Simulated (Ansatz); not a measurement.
The cluster Sc8O12, relaxed as a singlet with RKS PBE-D4/def2-SVP in Ansatz, starting from the GFN1-xTB geometry. Force threshold 0.03 eV/Å.

Single mean-field runs in def2-SVP are fitted with def2-universal-jkfit. The structure holds one bond between oxygen atoms, so isomers without such links may lie far lower. The restricted singlet is unstable: a solution with broken spin symmetry lies lower. Another isomer (singlet) lies 2.90 eV lower at PBE0-D4/def2-TZVP; other spin states weren't run for this one.

Start:

```xyz
20

Sc    2.046   -0.261   -0.648
Sc    0.258    0.984   -3.932
Sc   -0.468   -1.446    2.619
Sc   -2.209    0.893    2.201
Sc    1.089    2.275    0.084
Sc    1.713   -2.683    1.605
Sc   -1.625   -0.756   -0.250
Sc   -1.444    1.830   -1.834
O     0.398   -0.713    0.532
O    -0.509    0.142    3.463
O    -1.338    1.497    0.270
O     0.106   -1.946   -0.272
O     2.972   -1.879   -0.198
O     0.058    2.915   -2.012
O    -3.716    1.474    2.789
O     1.364   -0.507   -2.384
O    -1.949   -0.078   -2.108
O     2.278    0.648   -2.324
O    -2.150   -1.531    1.556
O     3.124   -0.858    0.841
```

Q: Estimate the energy that the relaxation releases and the steps that it takes.

A: 2284.4 kJ/mol, in 44 steps; 3.3 min on 2 threads of AMD EPYC 7R13 on a shared host and a share (18 GiB) of an NVIDIA H100 80GB HBM3. No frequencies were taken in this run, so the end may be a saddle point.

Q: Does the start keep its bonding and symmetry?

A: Bonds lost: Sc1–O20, Sc6–O9, Sc7–O11, O9–O12, O13–O20 (atoms count from 1). Bonds formed: Sc2–O17, Sc3–O20, Sc5–O9, Sc5–O10 (atoms count from 1). Metal–metal contacts that move far: Sc3–Sc5 4.76 to 3.02 Å, Sc2–Sc7 4.49 to 3.14 Å, Sc1–Sc5 2.81 to 3.91 Å, Sc4–Sc5 4.16 to 3.11 Å, Sc1–Sc2 3.94 to 2.98 Å, Sc5–Sc7 4.08 to 3.35 Å.

Q: Predict the relaxed structure.

A: 
```xyz
20

Sc    2.059   -0.874   -1.095
Sc    0.290    0.831   -2.791
Sc    0.287   -0.571    2.160
Sc   -2.441    0.861    2.164
Sc   -0.010    1.991    0.585
Sc    1.855   -3.074    0.770
Sc   -0.857   -1.046   -0.556
Sc   -2.073    1.985   -1.537
O     0.821    0.172    0.319
O    -0.264    1.382    2.423
O    -2.028    1.979    0.362
O     0.598   -2.377   -0.639
O     3.183   -2.040   -0.037
O    -0.195    2.402   -1.510
O    -3.743    0.962    3.254
O     1.921   -0.403   -3.140
O    -1.558    0.164   -2.079
O     2.300    0.803   -2.327
O    -1.474   -0.952    1.333
O     1.330   -2.195    2.339
```
Bond lengths (bridged metal pairs left out): 31 × O–Sc 1.70 to 2.25 Å; 1 × O–O 1.50 Å.
